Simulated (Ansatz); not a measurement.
`NBO[SiH2]Cl` + H₂ → `NBO[SiH3]` + HCl  (hydrogenolysis of the Si–Cl bond)

Program: Ansatz. Geometries: PBE0-D4/def2-TZVP. ΔE: electronic, gas phase. CCSD(T)/CBS adds triple-zeta CCSD(T) − MP2 to the extrapolated MP2 energy (def2 sets, frozen cores). This one scheme is used for every species. Functionals use def2-TZVPP. B3LYP here is the variant with VWN-RPA as its local correlation; programs differ in this. Each species was taken in one conformer, which may not be the lowest.

`NBO[SiH2]Cl`:

Z-matrix (Å, degrees):
```
Si
Cl 1 2.052
O 1 1.628 2 110.2
H 1 1.480 2 107.2 3 121.2
H 1 1.476 2 107.6 3 -117.5
B 3 1.378 1 130.9 2 84.0
N 6 1.391 3 119.0 1 -174.9
H 6 1.201 3 120.8 1 5.6
H 7 1.003 6 122.6 3 -179.7
H 7 1.006 6 122.7 3 1.0
```

H₂:

Cartesian coordinates in Å:
```
H -0.193 -0.274 0.165
H 0.193 0.274 -0.165
```

`NBO[SiH3]`:

Cartesian coordinates in Å:
```
N -1.463 -1.481 -0.567
B -0.880 -0.264 -0.210
O 0.466 -0.211 0.040
Si 1.469 1.014 0.471
H -2.442 -1.575 -0.761
H -0.933 -2.332 -0.650
H -1.563 0.722 -0.127
H 2.110 0.676 1.767
H 2.520 1.163 -0.567
H 0.717 2.289 0.604
```

HCl:

Cartesian coordinates in Å:
```
Cl 0.164 0.367 0.497
H -0.164 -0.367 -0.497
```

```tsv
level	ΔE (kJ/mol)
B2PLYP	86.6
PBE0	85.3
B3LYP	81.7
MP2/def2-QZVPP	97.8
```

(1) What does CCSD(T)/CBS give? (Estimate.)

Largest T1 diagnostic among the species: 0.012.

Results:

(1) The calculation gave: +90.6 kJ/mol. The listed levels differ from it by -4.0, -5.3, -8.9, 7.2 kJ/mol.

At CCSD(T), def2-SVP lies −17.8 kJ/mol from the extrapolated value and def2-TZVPP −5.5 kJ/mol. The D4 term adds +7.4 kJ/mol with B3LYP and +4.0 kJ/mol with PBE0; it sums over pairs of atoms, weighted by their polarisabilities, and B3LYP, whose exchange is more repulsive, gets the larger term.
